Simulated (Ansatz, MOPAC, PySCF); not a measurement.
Dimer: NH3 (SMILES N) (first 4 atoms) with C3H8 (SMILES CCC); geometry from B3LYP-D3(BJ)/def2-TZVP, rigid monomers moved along the line of their centres of mass till H2···H11 is 4.17 Å.
(charge 0, multiplicity 1):
```xyz
15

N      0.296     0.129     0.484
H      0.134     0.824     1.204
H      0.965     0.520    -0.170
H     -0.577     0.003    -0.015
C      1.105    -0.075     5.964
C     -0.378     0.287     5.995
C     -1.278    -0.894     5.640
H      1.734     0.783     6.211
H      1.326    -0.867     6.684
H      1.394    -0.437     4.975
H     -0.568     1.113     5.301
H     -0.643     0.667     6.987
H     -2.334    -0.614     5.656
H     -1.040    -1.275     4.644
H     -1.141    -1.713     6.349
```

Monomers are frozen at their geometry in the pair; levels with a basis set take the counterpoise correction. Rows marked so take none.

Correlated levels freeze the cores. Rows in 3-21G, 6-31G*, STO-3G carry no dispersion term and start afresh at each structure (6-31G* with six Cartesian d functions). MP2/6-31G* freezes PySCF's default core. The state that AM1, PM6 reach isn't checked.

The values were computed with Ansatz (a program for electronic structure) with Gaussian orbitals; MOPAC for AM1, PM6 (differences of heats of formation); PySCF for 3-21G rows, 6-31G* rows, STO-3G rows, the dispersion terms. 

Other levels give for the interaction energy: PBE/def2-TZVPPD -0.11; B3LYP/def2-TZVPPD 0.01; B3LYP-D3(BJ)/def2-TZVPPD -0.17; wB97M-V/def2-TZVPPD -0.21; CCSD(T)/aug-cc-pVDZ -0.20 kcal/mol.

Common cheap choices:

```
level                          interaction energy (kcal/mol)
-----------------------------  -----------------------------
AM1                                                     0.00
PM6                                                    -0.06
HF/STO-3G (no counterpoise)                            -0.04
HF/3-21G (no counterpoise)                             -0.08
HF/6-31G* (no counterpoise)                            -0.08
B3LYP/3-21G (no counterpoise)                          -0.06
B3LYP/6-31G*                                           -0.03
MP2/6-31G*                                             -0.13
```
